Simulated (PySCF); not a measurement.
Input for PySCF: R-HF/3-21G on Cl2H2 (a complex), monomers drawn apart or pushed together.

```python
from pyscf import gto, scf, dft, mp
from pyscf.data.elements import chemcore

mol = gto.M(
    atom='''
    Cl   -0.16304302    0.37938654   -0.10163354
    H     0.96354067   -0.22873307   -0.19614664
    Cl    0.34506958    0.15185747    3.35369859
    H    -0.02798022    0.33719019    2.13483899
    ''',
    basis='3-21g',
    charge=0, spin=0, verbose=3, max_memory=1800)
mf = scf.RHF(mol)
mf.conv_tol = 1e-8
mf.max_cycle = 100
mf.kernel()
if not mf.converged:
    mf = mf.newton().run(mf.mo_coeff, mf.mo_occ)
```

It printed:

```
converged SCF energy = -915.738910647877
```

The run converged.

Cost: around 0.19 core-seconds (rough).
